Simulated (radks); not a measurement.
Task: Calculated with a radial shooting solver on a logarithmic mesh with Libxc functionals: Dirac Kohn-Sham, LDA (Slater exchange, Perdew-Wang correlation), spin-unpolarised, spherical densities, point nucleus; open shells fill j = l - 1/2 first. Each species is in its NIST ground configuration. Rank Zr4+, Ag4+, Te4+, In4+, Cd4+, Tc4+, Sr4+, Sn4+, Nb4+, Sb4+, Rb4+, Rh4+, Ru4+, Xe4+, Mo4+, I4+, Pd4+ by mean radius of the outermost orbital (bohr), largest first.

Result: I4+ 1.98, Sb4+ 1.94, Xe4+ 1.89, Te4+ 1.86, Nb4+ 1.60, Rb4+ 1.52, Mo4+ 1.51, Sr4+ 1.45, Tc4+ 1.44, Ru4+ 1.37, Zr4+ 1.32, Rh4+ 1.31, Pd4+ 1.26, Ag4+ 1.21, Cd4+ 1.16, In4+ 1.12, Sn4+ 1.08.
